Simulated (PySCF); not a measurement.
# Heteronuclear NMR

Bonds (- single, = double, # triple, : aromatic): C1=C2, C2-N3, N3-Si4, N3-Si5, Si5-O6, O6-C7, C7-C8, C7-C9. C1 carries H10, H11; C2 carries H12; Si4 carries H13, H14, H15; Si5 carries H16, H17; C7 carries H18; C8 carries H19, H20, H21; C9 carries H22, H23, H24. H10 is cis to N3; H11 is trans to N3.

How the numbers were obtained: geometry: GFN2-xTB, shieldings: GIAO PBE0/pcSseg-1, in PySCF (a single conformation, relativity neglected, gas phase, equivalent nuclei averaged).

Task: Predict the ²⁹Si NMR data.

Result: 
```json
{"atoms": "Si5", "environment": "silicon bonded to N, O, 2 H", "σ (ppm)": "384.3", "δ (ppm)": "-35.9"}
{"atoms": "Si4", "environment": "silicon bonded to N, 3 H", "σ (ppm)": "414.9", "δ (ppm)": "-61.0"}
```

Shieldings were converted by a linear fit to measured shifts: ²⁹Si (scatter 8.9 ppm rms, 25.8 ppm with the 6 outliers that the fit left out vs TMS, solution or neat liquid). Occasional misses reach two or three times the rms, and more in compound classes unlike the fitted ones.

On a 400 MHz spectrometer ²⁹Si resonates near 79.5 MHz, so 1 ppm is 79.5 Hz.

Task: What are the ¹⁵N shifts?

Result: 
| atoms | environment | σ (ppm) | δ (ppm) |
| --- | --- | --- | --- |
| N3 | enamine nitrogen | 203.7 | -335.8 |

Shieldings were converted by a linear fit to measured shifts: ¹⁵N: δ = -148.07 − 0.921σ (rms 6.3 ppm, 71 shifts vs CH3NO2, solution or neat liquid). A few per cent of atoms miss by over 2 rms, more outside the fitted compound classes.

On a 400 MHz spectrometer ¹⁵N resonates near 40.5 MHz, so 1 ppm is 40.5 Hz.

Task: What are the ¹⁷O shifts?

Result: 
```json
{"atoms": "O6", "environment": "oxygen bonded to C, Si", "σ (ppm)": "272.5", "δ (ppm)": "18.5"}
```

Shieldings were converted by a linear fit to measured shifts: ¹⁷O: δ = 266.70 − 0.911σ (rms 10.7 ppm, 155 shifts, 12.2 ppm with the 3 outliers that the fit left out vs liquid water, solution or neat liquid). A few per cent of atoms miss by over 2 rms, more outside the fitted compound classes.

On a 500 MHz spectrometer ¹⁷O resonates near 67.8 MHz, so 1 ppm is 67.8 Hz.
